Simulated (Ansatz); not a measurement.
`[F][Ga]([F])[F]`. Total charge 0; spin multiplicity 1. The structure was optimised at the PBE0-D4/def2-TZVP level.

```xyz
4

F     0.311   -1.141    1.254
Ga    0.000    0.000    0.000
F    -0.194   -0.538   -1.626
F    -0.117    1.679    0.372
```

Task: What is the dipole moment at ωB97M-V/def2-TZVPP? (Estimate.)

Result: Ansatz gave: 0.00 D, zero by symmetry or nearly so.

Task: Give the Mulliken charges with ωB97M-V, r2SCAN, PBE in def2-TZVPP. (An estimate is asked.)

Result: Ansatz gave: 
| atom | ωB97M-V | r2SCAN | PBE |
| --- | --- | --- | --- |
| F1 | -0.33 | -0.33 | -0.29 |
| Ga2 | 1.00 | 0.99 | 0.86 |
| F3 | -0.33 | -0.33 | -0.29 |
| F4 | -0.33 | -0.33 | -0.29 |
